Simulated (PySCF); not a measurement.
Species: C₅H₈N₂OS.
Cartesian coordinates in Å at the GFN2-xTB level; atoms count from 1:
```
atom  x, y, z in Å
C1    -2.4617    0.0512    1.0730
O2    -1.3139   -0.5399    0.5204
C3    -1.0801   -0.1783   -0.8215
C4     0.2976   -0.7101   -1.2105
C5     1.3410   -0.1271   -0.3343
N6     2.5463    0.1886   -0.6876
C7     3.2079    0.6888    0.3733
N8     2.5858    0.7759    1.5120
S9     1.0586    0.2141    1.3488
H10   -3.3639   -0.2584    0.5326
H11   -2.5201   -0.2897    2.1043
H12   -2.3946    1.1456    1.0513
H13   -1.1061    0.9176   -0.9286
H14   -1.8547   -0.6062   -1.4749
H15    0.2993   -1.7970   -1.0890
H16    0.5239   -0.4763   -2.2510
H17    4.2277    1.0132    0.2718
```

Computed with TDDFT PBE0/def2-SVPD, vertical, gas phase, core orbitals frozen in the response in PySCF.

Frontier orbitals with the atoms that hold most of them (Löwdin shares over 4%, at most four atoms; ? is withheld):

```csv
orbital,ε (eV),atoms
LUMO+2,0.80,"S9 54%, N8 9%, C5 7%, O2 6%"
LUMO+1,0.40,"S9 22%, C1 13%, C3 10%, H14 8%"
LUMO,-1.00,?
HOMO,?,"S9 32%, C7 19%, N8 18%, C5 16%"
HOMO-1,-7.99,?
HOMO-2,-8.09,"O2 50%, C3 8%, N6 8%, C1 8%"
HOMO-3,-8.60,"N6 27%, N8 26%, S9 20%, C5 12%"
```

(1) Which atoms hold the LUMO, and with what shares?

(2) Which atoms hold the HOMO-1, and with what shares?

(3) What is the HOMO energy, and the HOMO–LUMO gap?

Answers

(1) C5 (bonded to C, N and S) 24%; S9 (bonded to C and N) 24%; N8 (bonded to C and S) 18%; N6 (bonded to 2 C) 13%. By element: nitrogen 30%, carbon 24% or more, sulfur 24%.

(2) N6 (bonded to 2 C) 42%; N8 (bonded to C and S) 30%; S9 (bonded to C and N) 11%; C7 (bonded to 2 N and H) 5%. By element: nitrogen 72%, sulfur 11%, carbon 5% or more.

(3) ε(HOMO) = -7.55 eV; the gap is 6.55 eV (0.2409 hartree).

Problem. How does S1 compare with the orbital gap of 6.55 eV?

Solution. S1 is at 5.23 eV (f = 0.0013), 1.33 eV below the gap, made of HOMO-1→LUMO (95%). Its leading pair isn't HOMO and LUMO; the energies of that pair differ by 6.99 eV. 

Problem. One configuration dominates each of S1 and S2. Which, and how do the shares of the two leading atoms of either orbital change from the occupied to the empty one?

Solution. 
- S1 (5.23 eV, f 0.0013), HOMO-1→LUMO (95%): N6 42% → 13%, N8 30% → 18%, C5 at most 6% → 24%, S9 11% → 24%
- S2 (5.77 eV, f 0.072), HOMO→LUMO (87%): S9 32% → 24%, C7 19% → at most 13%, C5 16% → 24%

Löwdin shares depend on the basis, the more so with diffuse functions.

One conformer stands for the species.
